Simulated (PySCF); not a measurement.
# Electronic structure of Cu⁺ (copper, charge +1) at the PBE0 level

Configuration: [Ar] 3d10, closed-shell 1S. Calculation: PySCF 2.14, in x2c-TZVPall (6s5p4d1f, 48 functions); the spin-free X2C one-electron Hamiltonian (Gaussian nucleus).

- Total energy: -1654.214 hartree
- One-electron energy: -2296.618 hartree
- Hartree (Coulomb) energy: 710.056 hartree
- Exchange-correlation energy: -67.652 hartree
- ⟨S²⟩: 0.0000
- ⟨L²⟩: 0.000
- Sum of ⟨r⟩: 17.80 bohr
- Sum of ⟨r²⟩: 19.46 bohr²
- Langevin diamagnetic susceptibility: -15.4 ×10⁻⁶ cm³/mol
- Time after the integrals: 1.3 s of wall time on 1 thread of Neoverse-N1 (shared host)

```json
{"shell": "1s", "electrons": "2", "mean orbital energy (eV)": "-8903.6", "rms radius, mean of both spins (bohr)": "0.0601"}
{"shell": "2s", "electrons": "2", "mean orbital energy (eV)": "-1088.8", "rms radius, mean of both spins (bohr)": "0.255"}
{"shell": "2p", "electrons": "6", "mean orbital energy (eV)": "-940.05", "rms radius, mean of both spins (bohr)": "0.228"}
{"shell": "3s", "electrons": "2", "mean orbital energy (eV)": "-129.91", "rms radius, mean of both spins (bohr)": "0.766"}
{"shell": "3p", "electrons": "6", "mean orbital energy (eV)": "-85.857", "rms radius, mean of both spins (bohr)": "0.817"}
{"shell": "3d", "electrons": "10", "mean orbital energy (eV)": "-15.858", "rms radius, mean of both spins (bohr)": "1.18"}
```

Densities and radii are taken from the X2C orbitals without a picture-change correction, which distorts them close to the nucleus.
